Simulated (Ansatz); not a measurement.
Program: Ansatz. Geometries: PBE0-D4/def2-TZVP. ΔE: electronic, gas phase. CBS: MP2 limit from def2 TZ/QZ plus the TZ coupled-cluster correction, frozen cores. This one scheme is used for every species. DFT in def2-TZVPP. One conformer a species, not always the lowest.

Reaction (silylene formation by 1,1-elimination): `N=[CH][AlH][CH2][SiH3]` → `[CH3][AlH][CH]=N` + `[SiH2]`

`N=[CH][AlH][CH2][SiH3]`:

Cartesian coordinates in Å:
```
N 0.158 -3.309 0.741
C -0.230 -2.273 0.103
Al -0.195 -0.480 0.938
C -0.755 1.148 0.031
Si 0.568 1.884 -1.063
H 0.466 -3.066 1.688
H -0.572 -2.477 -0.921
H 0.361 -0.499 2.427
H -1.625 0.935 -0.600
H -1.049 1.902 0.770
H 0.952 0.911 -2.124
H 1.790 2.183 -0.265
H 0.131 3.143 -1.725
```

`[CH3][AlH][CH]=N`:

```xyz
10

C    -0.981   -1.352   -0.541
Al   -0.269    0.435   -0.810
C     0.924    1.207    0.575
N     1.163    0.444    1.571
H    -2.076   -1.343   -0.517
H    -0.620   -1.781    0.396
H    -0.696   -2.021   -1.360
H    -0.602    1.310   -2.099
H     1.372    2.215    0.528
H     1.785    0.885    2.257
```

`[SiH2]`:

Cartesian coordinates in Å:
```
Si 0.451 0.508 -0.213
H 0.586 -0.981 0.089
H -1.036 0.474 0.124
```

Q: Is it downhill or uphill in electronic energy at CCSD(T)/CBS, and by how much? (An estimate is asked.)

A: The calculation gave: Uphill: ΔE = +246.2 kJ/mol.

Q: What do these levels give: r2SCAN-D4, PBE0-D4, ωB97X-V, B2PLYP, HF/CBS(def2), CCSD/CBS(def2)? (Best estimate.)

A: The calculation gave: r2SCAN-D4 266.8, PBE0-D4 258.3, ωB97X-V 254.8, B2PLYP 239.5, HF/CBS(def2) 223.7, CCSD/CBS(def2) 240.6 kJ/mol.

Largest T1 diagnostic among the species: 0.014.

In def2-TZVPP, CCSD(T) changes the Hartree–Fock value by +17.4 kJ/mol (the triples alone add +5.6 kJ/mol) and MP2 by +37.9 kJ/mol. From PBE to PBE0 (25 % exact exchange), in def2-TZVPP and without D4, ΔE moves by +8.8 kJ/mol.
